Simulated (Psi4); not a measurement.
Cl$_{2}$Hg (SMILES [Cl][Hg][Cl]), singlet, geometry from GFN2-xTB (such geometries of metal compounds can be far from the true shape) (core potentials on Hg); WB97X-V/def2-SVPD (Psi4).

Input for Psi4:
```
memory 2 GB

molecule mol {
0 1
Hg    0.000000    0.000000    0.000000
Cl    0.000000    0.000000    2.301269
Cl   -0.000000   -0.000000   -2.301269
}

set {
  basis def2-svpd
  reference rks
  scf_type pk
  puream true
  d_convergence 1e-8
  dft_radial_points 99
  dft_spherical_points 590
}

energy('wb97x-v')
print_variables()
```

Output, abridged:

```
   => Loading Basis Set <=

    Name: DEF2-SVPD
    Role: ORBITAL
    Keyword: BASIS

    !!!  WARNING: ECP capability is in beta. Please check occupations closely.  !!!

         ---------------------------------------------------------
                                   SCF
               by Justin Turney, Rob Parrish, Andy Simmonett
                          and Daniel G. A. Smith
                              RKS Reference
         ---------------------------------------------------------

  ==> Geometry <==

    Molecular point group: d2h
    Full point group: D_inf_h

    Geometry (in Angstrom), charge = 0, multiplicity = 1:

       Center              X                  Y                   Z               Mass
    ------------   -----------------  -----------------  -----------------  -----------------
         HG           0.000000000000     0.000000000000     0.000000000000   201.970643400000
         CL           0.000000000000     0.000000000000     2.301269000000    34.968852682000
         CL           0.000000000000     0.000000000000    -2.301269000000    34.968852682000

  Running in d2h symmetry.

  Rotational constants: A = ************  B =      0.04551  C =      0.04551 [cm^-1]
  Rotational constants: A = ************  B =   1364.49216  C =   1364.49216 [MHz]
  Nuclear repulsion =  189.593919788349382

  Charge       = 0
  Multiplicity = 1
  Electrons    = 54
  Nalpha       = 27
  Nbeta        = 27

  ==> Algorithm <==

  SCF Algorithm Type is PK.
  DIIS enabled.
  MOM disabled.
  Fractional occupation disabled.
  Guess Type is SAD.
  Energy threshold   = 1.00e-06
  Density threshold  = 1.00e-08
  Integral threshold = 1.00e-12

  ==> Primary Basis <==

  Basis Set: DEF2-SVPD
    Blend: DEF2-SVPD
    Number of shells: 35
    Number of basis functions: 89
    Number of Cartesian functions: 98
    Spherical Harmonics?: true
    Max angular momentum: 3

  Core potential: DEF2-SVPD
    Number of shells: 4
    Number of ECP primitives: 10
    Number of ECP core electrons: 60
    Max angular momentum: 3

  ==> DFT Potential <==

   => LibXC <=

    Version 7.1.2
    S. Lehtola, C. Steigemann, M. J. T. Oliveira, and M. A. L. Marques,  SoftwareX 7, 1–5 (2018) (10.1016/j.softx.2017.11.002)

   => Composite Functional: WB97X-V <=

    wB97X-V Hyb-GGA Exchange-Correlation Functional

    N. Mardirossian and M. Head-Gordon,  Phys. Chem. Chem. Phys. 16, 9904–9924 (2014) (10.1039/C3CP54374A)

    Deriv               =              1
    GGA                 =           TRUE
    Meta                =          FALSE

    Exchange Hybrid     =           TRUE
    MP2 Hybrid          =          FALSE

   => Exchange-Correlation Functionals <=

    1.0000   wB97X-V range-separated functional

   => Exact (HF) Exchange <=

    0.8330            HF,LR [omega = 0.3000]
    0.1670               HF

   => LibXC Density Thresholds  <==

    XC_HYB_GGA_XC_WB97X_V:  1.00E-14

   => VV10 Non-Local Parameters <=

    VV10 B              =     6.0000E+00
    VV10 C              =     1.0000E-02

   => Molecular Quadrature <=

    Radial Scheme          =       TREUTLER
    Pruning Scheme         =           NONE
    Nuclear Scheme         =       TREUTLER

    Blocking Scheme        =         OCTREE
    BS radius alpha        =              1
    Pruning alpha          =              1
    Radial Points          =             99
    Spherical Points       =            590
    Total Points           =         164734
    Total Blocks           =           1372
    Max Points             =            255
    Max Functions          =             83
    Weights Tolerance      =       1.00E-15

  ==> Integral Setup <==

  Using in-core PK algorithm.
   Calculation information:
      Number of atoms:                   3
      Number of AO shells:              35
      Number of primitives:             62
      Number of atomic orbitals:        98
      Number of basis functions:        89

      Integral cutoff                 1.00e-12
[...]
    K tasked:                  Yes
    wK tasked:                 Yes
    Omega:               3.000E-01
    Schwarz Cutoff:          1E-12

  Minimum eigenvalue in the overlap matrix is 2.7471945187E-03.
  Reciprocal condition number of the overlap matrix is 6.1688959443E-04.
    Using symmetric orthogonalization.

  ==> Pre-Iterations <==

  SCF Guess: Superposition of Atomic Densities via on-the-fly atomic UHF (no occupation information).

   -------------------------
    Irrep   Nso     Nmo
   -------------------------
     Ag        23      23
     B1g        4       4
     B2g        8       8
     B3g        8       8
     Au         3       3
     B1u       19      19
     B2u       12      12
     B3u       12      12
   -------------------------
    Total      89      89
   -------------------------

  ==> Iterations <==

                        Total Energy        Delta E     RMS |[F,P]|

   @RKS iter SAD: -1072.50135965315440   -1.07250e+03   0.00000e+00
   @RKS iter   1: -1073.39913265412065   -8.97773e-01   9.97039e-03 DIIS/ADIIS
   @RKS iter   2: -1073.45890664831632   -5.97740e-02   7.88281e-03 DIIS/ADIIS
   @RKS iter   3: -1073.49989598580760   -4.09893e-02   1.12375e-03 DIIS/ADIIS
   @RKS iter   4: -1073.50107457914692   -1.17859e-03   3.91913e-04 DIIS/ADIIS
   @RKS iter   5: -1073.50147107757721   -3.96498e-04   1.04327e-04 DIIS/ADIIS
   @RKS iter   6: -1073.50148831510137   -1.72375e-05   1.41770e-05 DIIS
   @RKS iter   7: -1073.50148886058355   -5.45482e-07   3.61597e-06 DIIS
   @RKS iter   8: -1073.50148887675755   -1.61740e-08   7.47360e-07 DIIS
   @RKS iter   9: -1073.50148887818568   -1.42813e-09   9.23855e-08 DIIS
   @RKS iter  10: -1073.50148887820433   -1.86446e-11   1.40235e-08 DIIS
   @RKS iter  11: -1073.50148887820546   -1.13687e-12   1.27858e-09 DIIS
  Energy and wave function converged.

  ==> Post-Iterations <==

   Electrons on quadrature grid:
      Ntotal   =   54.0000004008 ; deviation = 4.008e-07

    Orbital Energies [Eh]
    ---------------------

    Doubly Occupied:

[...]
    Virtual:

[...]
    Final Occupation by Irrep:
             Ag   B1g   B2g   B3g    Au   B1u   B2u   B3u
    DOCC [     8,    1,    3,    3,    0,    6,    3,    3 ]
    NA   [     8,    1,    3,    3,    0,    6,    3,    3 ]
    NB   [     8,    1,    3,    3,    0,    6,    3,    3 ]

  @RKS Final Energy: -1073.50148887820546

   => Energetics <=

    Nuclear Repulsion Energy =            189.5939197883493819
    One-Electron Energy =               -1917.4084770399588251
    Two-Electron Energy =                 706.0468208323650288
    DFT Exchange-Correlation Energy =     -51.9494394633814167
    Empirical Dispersion Energy =           0.0000000000000000
    VV10 Nonlocal Energy =                  0.2156870044202051
    Total Energy =                      -1073.5014888782054641

Computation Completed

Properties will be evaluated at   0.000000,   0.000000,   0.000000 [a0]

Properties computed using the SCF density matrix

 Multipole Moments:

 ------------------------------------------------------------------------------------
     Multipole            Electronic (a.u.)      Nuclear  (a.u.)        Total (a.u.)
 ------------------------------------------------------------------------------------

 L = 1.  Multiply by 2.5417464519 to convert [e a0] to [Debye]
 Dipole X            :          0.0000000            0.0000000            0.0000000
 Dipole Y            :          0.0000000            0.0000000            0.0000000
 Dipole Z            :          0.0000000            0.0000000            0.0000000
 Magnitude           :                                                    0.0000000

 ------------------------------------------------------------------------------------

  Variable Map:
  ----------------------------------------------------------------------------
[...]
  Array Variable Map:
  ----------------------------------------------------------------------------
[...]
[...]
```
